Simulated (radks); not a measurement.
Fractional charge and spin in the 4d shell of indium: the spin-up occupation runs from 4 to 5 and the spin-down occupation from 4 to 5; the fullest corner is In+, [Kr] 5s2 4d(up 5, down 5). Method: scalar-relativistic Kohn-Sham, LDA (Slater exchange, Perdew-Wang correlation), spin-polarised, spherical densities, point nucleus; computed with a radial shooting solver on a logarithmic mesh with Libxc functionals. Energy (eV) minus the two flat planes that join the four corners (they meet along the diagonal where the two added fractions sum to one electron); zero is where a piecewise linear energy would lie.

down \ up       4     4.5       5
4           0.000  -2.027   0.000
4.5        -2.027   0.188  -1.845
5           0.000  -1.845   0.000

Corners above the fullest one (they belong to In2+ and the next ion): (up 5, down 4) 33.504 eV, (up 4, down 5) 33.504 eV, (up 4, down 4) 83.269 eV. With half an added electron in each spin the energy lies 0.188 eV from the planes, and with half an added electron in spin up alone -2.027 eV. The planes are only a guide here: the flat-plane condition holds for ground states with one frontier orbital, while this shell lies below other occupied shells, so the corners above the fullest one are inner-hole states and not the ground states of those ions.
